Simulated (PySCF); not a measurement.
Job file and geometry (Å, from GFN2-xTB) of an NMR shielding run on `[Si@H]1(O[SiH2]C)C=C[SiH2]N1`, C3H11NOSi3, GIAO PBE0/pcSseg-1 NMR shielding, non-relativistic, gas phase (PySCF); density fitting, a coarse starting grid and PySCF grid level 2 are the driver's defaults:

```
$ OMP_NUM_THREADS=1 python probes_run.py task.json out

{"job": {"kind": "nmr", "xc": "PBE0", "basis": "pcSseg-1"}, "charge": 0, "multiplicity": 1}
C      2.150447     1.059340    -0.308316
Si     2.366930    -0.813296    -0.508242
O      0.934039    -1.578154    -0.423911
Si    -0.668983    -1.467315    -0.178114
C     -1.124308    -0.609864     1.433793
C     -1.800381     0.530533     1.311223
Si    -2.176427     1.064976    -0.453637
N     -1.424724    -0.298008    -1.209146
H      1.503672     1.461095    -1.084631
H      3.098775     1.585855    -0.359849
H      1.688320     1.296868     0.646951
H      3.167644    -1.383747     0.578784
H      2.894459    -1.161862    -1.830394
H     -1.133101    -2.831736    -0.398587
H     -0.854346    -1.005868     2.405243
H     -2.101885     1.107574     2.176897
H     -3.612521     1.109996    -0.755787
H     -1.527728     2.330665    -0.826158
H     -1.389683    -0.387801    -2.208417
```

**Question.** What does the program print?

**Answer.** 
```
coarse grid: 17104 points
cycle   1  E = -1118.5911068889  dE =  8.813e-01  |g| = 9.163e-01  |ddm| = 4.068e+00
cycle   2  E = -1118.3875209696  dE =  2.036e-01  |g| = 1.365e+00  |ddm| = 1.841e+00
cycle   3  E = -1118.7496199882  dE = -3.621e-01  |g| = 1.464e-01  |ddm| = 1.293e+00
cycle   4  E = -1118.7535825156  dE = -3.963e-03  |g| = 5.251e-02  |ddm| = 1.572e-01
cycle   5  E = -1118.7541892013  dE = -6.067e-04  |g| = 1.452e-02  |ddm| = 5.285e-02
cycle   6  E = -1118.7542317316  dE = -4.253e-05  |g| = 4.048e-03  |ddm| = 1.513e-02
cycle   7  E = -1118.7542354415  dE = -3.710e-06  |g| = 8.594e-04  |ddm| = 4.230e-03
final grid: 150696 points
cycle   8  E = -1118.8074216695  dE = -2.083e-05  |g| = 1.078e-02  |ddm| = 2.352e-02
cycle   9  E = -1118.8073917476  dE =  2.992e-05  |g| = 1.632e-02  |ddm| = 2.007e-02
cycle  10  E = -1118.8074457730  dE = -5.403e-05  |g| = 1.390e-03  |ddm| = 1.251e-02
cycle  11  E = -1118.8074461725  dE = -3.995e-07  |g| = 2.152e-04  |ddm| = 1.268e-03
cycle  12  E = -1118.8074461829  dE = -1.044e-08  |g| = 4.458e-05  |ddm| = 2.423e-04
cycle  13  E = -1118.8074461831  dE = -1.767e-10  |g| = 3.412e-05  |ddm| = 6.996e-05
cycle  14  E = -1118.8074461834  dE = -2.988e-10  |g| = 5.664e-06  |ddm| = 3.045e-05
converged SCF energy = -1118.8074461834

GIAO shielding tensors (ppm)
atom      isotropic    diamagn.    paramagn.     s11        s22        s33       span
  0 C      187.358     257.908     -70.550    174.689    190.309    197.075     22.386
  1 Si     370.249     880.574    -510.325    323.188    369.859    417.699     94.511
  2 O      267.121     402.524    -135.403    236.342    259.915    305.105     68.763
  3 Si     376.943     881.951    -505.008    349.112    378.447    403.271     54.159
  4 C       27.874     263.934    -236.061    -90.559      0.360    173.820    264.379
  5 C       30.938     261.437    -230.499    -88.661      8.907    172.567    261.228
  6 Si     385.473     882.035    -496.562    348.280    363.637    444.503     96.223
  7 N      240.503     328.475     -87.972    200.779    246.879    273.851     73.072
  8 H       31.189      35.138      -3.950     26.818     30.293     36.455      9.637
  9 H       31.935      29.642       2.293     27.734     27.843     40.228     12.494
 10 H       31.299      35.785      -4.486     26.919     30.414     36.564      9.645
 11 H       26.493      29.145      -2.652     22.673     24.890     31.917      9.243
 12 H       26.473      28.858      -2.386     22.659     24.866     31.894      9.235
 13 H       26.393      28.614      -2.221     22.134     24.462     32.582     10.448
 14 H       24.295      32.533      -8.237     21.841     25.040     26.005      4.163
 15 H       24.273      31.294      -7.021     22.436     24.606     25.778      3.342
 16 H       26.578      28.504      -1.926     22.700     24.256     32.778     10.078
 17 H       26.449      30.817      -4.368     22.707     25.110     31.531      8.825
 18 H       31.295      33.175      -1.880     23.955     27.382     42.547     18.592
```

**Question.** Turn these shieldings into chemical shifts. References, each an isolated molecule treated in the same way: 13C (σ = 186.93 ppm) and 29Si (σ = 349.16 ppm) and 1H (σ = 31.72 ppm) vs TMS; 17O (σ = 336.08 ppm) vs H2O; NH3 for 15N (σ = 267.73 ppm).

**Answer.** Averaging equivalent atoms: C 4: 159.1; C 5: 156.0; C 0: -0.4; Si 1: -21.1; Si 3: -27.8; Si 6: -36.3; O 2: 69.0; N 7: 27.2; H 15: 7.44; H 14: 7.42; H 13: 5.32; H 17: 5.27; H 12: 5.24; H 11: 5.22; H 16: 5.14; H 18: 0.42; H 8/9/10: 0.24 ppm. Experimental scales use liquid or dissolved standards, which lie at an offset from isolated NH3 (liquid NH3: subtract about 20 ppm) and H2O (liquid H2O: subtract about 36 ppm).

Size and cost of the density-fitted run: 212 basis functions, 90 s wall time on 1 thread of an Intel Xeon, shared host; peak memory 0.96 GiB.
